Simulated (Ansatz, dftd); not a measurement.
Species: CH5GeO, charge 0, doublet. CH5GeO (SMILES C[O][GeH2], doublet).
B3LYP-D3(BJ)/def2-TZVP minimum from Ansatz (a program for electronic structure):
```xyz
8

Ge     0.6761    -0.2274     0.2573
O     -0.8443    -0.1100    -0.6890
C     -1.7242     0.9875    -0.5187
H      0.3156     0.1291     1.7366
H      1.0685    -1.7211     0.1033
H     -1.8750     1.2355     0.5383
H     -1.3556     1.8780    -1.0377
H     -2.6878     0.7116    -0.9503
```
Charge 0, spin multiplicity 2.

Quantity: atomisation energy (electronic, to ground-state atoms), in kcal/mol. UHF or UKS for unpaired electrons; spin-orbit terms are left out. Correlated methods leave the cores frozen (noble-gas shells, and filled d and f shells in the p block). No relativity. CBS(X,Y): correlation extrapolated as X^-3, Hartree-Fock from the larger set. A bracket is a step between two methods taken in the basis named. Double hybrids freeze cores in their MP2 part. Where a partner has so few electrons that a lower coupled-cluster level is exact, that level stands in.

| level | program | atomisation energy (kcal/mol) | difference against the last row |
|---|---|---|---|
| wB97X-V/def2-TZVPD | Ansatz | 613.8 | 1.3 |
| B2GP-PLYP-D3(BJ)/def2-TZVPD | Ansatz + dftd3 | 602.7 | -9.8 |
| B2GP-PLYP-D4/def2-TZVPD | Ansatz + dftd4 | 601.8 | -10.7 |
| MP2/cc-pVQZ | Ansatz | 610.6 | -1.9 |
| CCSDT(Q)/cc-pVDZ | Ansatz | 560.7 | -51.8 |
| CCSD(T)/CBS(cc-pVTZ,cc-pVQZ) + [CCSDT(Q) - CCSD(T)]/cc-pVDZ | Ansatz | 612.5 | 0.0 |
